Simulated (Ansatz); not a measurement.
Basis sets compared for GaH2(OH) (GaOH3). Total charge 0; singlet. Geometry r2SCAN-D4/def2-TZVP. Ansatz on 4 threads of Arm Neoverse V2 on a shared host; times are rough, and most runs start from earlier orbitals.

```xyz
5

Ga   -0.506   -0.167    0.147
H    -1.224   -0.152    1.518
H    -1.026   -0.670   -1.233
O     1.153    0.498    0.209
H     1.603    0.490   -0.642
```

Binding counts from free atoms (Ga doublet, H doublet, O triplet) in the same basis, without a counterpoise term.

| level | functions | energy (Eh) | HOMO (eV) | LUMO (eV) | binding per atom (eV) | wall time |
| --- | --- | --- | --- | --- | --- | --- |
| PBE-D4/def2-SVP | 61 | -2001.2042 | -7.01 | -1.85 | 2.86 | 0.35 s |
| PBE-D4/def2-TZVP | 97 | -2001.5506 | -7.18 | -1.97 | 2.87 | 0.45 s |
| r2SCAN-D4/def2-TZVP | 97 | -2001.8778 | -7.52 | -1.65 | 2.88 | 1.1 s |
| PBE0-D4/def2-SVP | 61 | -2001.2459 | -8.44 | -1.07 | 2.80 | 0.45 s |
| PBE0-D4/def2-TZVP | 97 | -2001.5901 | -8.57 | -1.18 | 2.81 | 0.75 s |

(1) Estimate the rows for PBE-D4/def2-TZVPD, r2SCAN-D4/def2-TZVPD, PBE0-D4/def2-TZVPD.

Answers

(1) 
| level | functions | energy (Eh) | HOMO (eV) | LUMO (eV) | binding per atom (eV) | wall time |
| --- | --- | --- | --- | --- | --- | --- |
| PBE-D4/def2-TZVPD | 121 | -2001.5531 | -7.24 | -2.03 | 2.87 | 0.7 s |
| r2SCAN-D4/def2-TZVPD | 121 | -2001.8798 | -7.55 | -1.69 | 2.89 | 1.4 s |
| PBE0-D4/def2-TZVPD | 121 | -2001.5923 | -8.60 | -1.24 | 2.82 | 0.85 s |
